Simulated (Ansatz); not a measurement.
`C[B-]([SH2+])(Cl)Cl` from Hartree–Fock to CCSD(T)

| atom | x (Å) | y (Å) | z (Å) |
| --- | --- | --- | --- |
| C1 | 0.0417 | 1.2476 | -0.5527 |
| B2 | -0.6058 | -0.0277 | 0.1104 |
| S3 | 1.0635 | -1.1060 | 0.9247 |
| Cl4 | -1.5465 | 0.2517 | 1.6472 |
| Cl5 | -1.3928 | -1.2103 | -1.0270 |
| H6 | 0.5972 | 1.8562 | 0.1652 |
| H7 | 0.6980 | 0.9985 | -1.3910 |
| H8 | -0.7646 | 1.8708 | -0.9516 |
| H9 | 1.5397 | -1.6776 | -0.1972 |
| H10 | 0.3697 | -2.2031 | 1.2719 |

The species carries charge 0 and has multiplicity 1. Geometry: relaxed with PBE0-D4/def2-TZVP. It is one conformer, not always the lowest. Frozen core, restricted reference, Ansatz 0.2.0. CBS rows extrapolate triple and quadruple zeta; past MP2 they add the triple-zeta difference.

```csv
basis,HF (Eh),MP2 corr.
def2-SVP,-1381.61446,-0.65227
def2-TZVPP,-1382.13348,-0.86409
def2-QZVPP,-1382.17290,-0.93839
```

(1) Estimate the CCSD correlation energy and the (T) correction in each basis where they were run (hartree).

## Answers

(1) 
```
     basis  CCSD corr.       (T)
  def2-SVP    -0.71411  -0.01905
def2-TZVPP    -0.92885  -0.04072
 CBS(def2)    -1.05818     as TZ
```
